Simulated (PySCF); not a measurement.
Cl₂H₂SeSi, SMILES [SeH][SiH](Cl)Cl. Atoms are numbered in the order given.

```xyz
6

Si    -0.4527     0.2480     0.5732
Cl    -2.0349    -0.8201    -0.2130
Cl    -0.5369     2.2123    -0.0692
Se     1.4212    -0.8112    -0.1695
H     -0.5677     0.2698     2.0474
H      2.3053     0.1725     0.4903
```
Charge 0, spin multiplicity 1.

Coordinates come from a B3LYP-D3(BJ)/def2-SVP optimisation. This is a generated structure with no PubChem entry under its InChIKey; it may be hypothetical. Other conformers were not sampled.

Two levels are set side by side: PBE/pcSseg-1 (PySCF) and B3LYP/pcSseg-1 (PySCF). GIAO shifts against HCl (³⁵Cl), Me2Se (⁷⁷Se), TMS (²⁹Si), TMS (¹H) at the same level; non-relativistic, no solvent, atoms listed together averaged. Without spin–orbit terms, shifts of atoms bonded to Cl or Br come out too high at both levels. Differences are taken from unrounded values.

| quantity | PBE |
|---|---|
| δ(²⁹Si) of Si1 (ppm) | 43.8 |
| δ(⁷⁷Se) of Se4 (ppm) | -233.6 |
| δ(¹H) of H5 (ppm) | 7.23 |
| δ(¹H) of H6 (ppm) | 1.66 |

These are the PBE values. What does B3LYP give? (The exact figures need the calculation; the answer reports its results.)


| quantity | B3LYP | PBE minus B3LYP |
|---|---|---|
| δ(²⁹Si) of Si1 (ppm) | 43.1 | 0.7 |
| δ(⁷⁷Se) of Se4 (ppm) | -230.0 | -3.7 |
| δ(¹H) of H5 (ppm) | 6.83 | 0.40 |
| δ(¹H) of H6 (ppm) | 1.55 | 0.12 |

Rough cost on one machine, each run with all the roots and properties that it gave: B3LYP against PBE within a factor of 2.
